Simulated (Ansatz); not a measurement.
Relaxation of ClFGaH$_{3}$O (7 atoms, charge 0, multiplicity 1), to a largest force component of 0.03 eV/Å in at most 50 steps.

All numbers below come from Ansatz 0.2.0, RHF/def2-SVP.

```xyz
7
Properties=species:S:1:pos:R:3:forces:R:3
Ga 0.109 0.467 -0.564 -0.04 -0.74 0.00
O -0.001 -0.029 2.368 0.16 1.23 -0.55
H -0.820 -0.121 2.832 0.01 -0.01 0.01
Cl 2.007 -0.261 -1.241 -0.03 0.01 0.01
H -1.267 -0.091 -0.993 0.01 0.01 0.00
F 0.215 1.904 0.385 0.05 0.70 0.33
H 0.138 0.927 2.269 -0.16 -1.19 0.21
```

Task: Where does it end, and by what steps?

Result: It converged. After 7 steps the energy has fallen by 0.517 eV; H3 moved furthest, 0.58 Å. Joined: Ga1–O2 (2.98 → 2.11 Å).

```csv
step,energy less start (eV),largest force component (eV/Å),accepted
0,0.0000,1.226,yes
1,-0.1184,1.640,yes
2,-0.3191,1.637,yes
3,-0.4526,1.534,yes
4,-0.5031,0.655,yes
5,-0.5153,0.153,yes
6,-0.5152,0.189,no
7,-0.5171,0.014,yes
```

```xyz
7
Properties=species:S:1:pos:R:3
Ga 0.041 0.467 -0.199
O 0.030 0.102 1.881
H -0.633 -0.388 2.350
Cl 1.915 -0.407 -0.846
H -1.330 -0.084 -0.684
F 0.196 2.167 0.238
H 0.161 0.939 2.314
```

Run time: 17 s on 1 thread of Arm Neoverse V2, with other jobs on the host, peak memory 0.19 GiB.
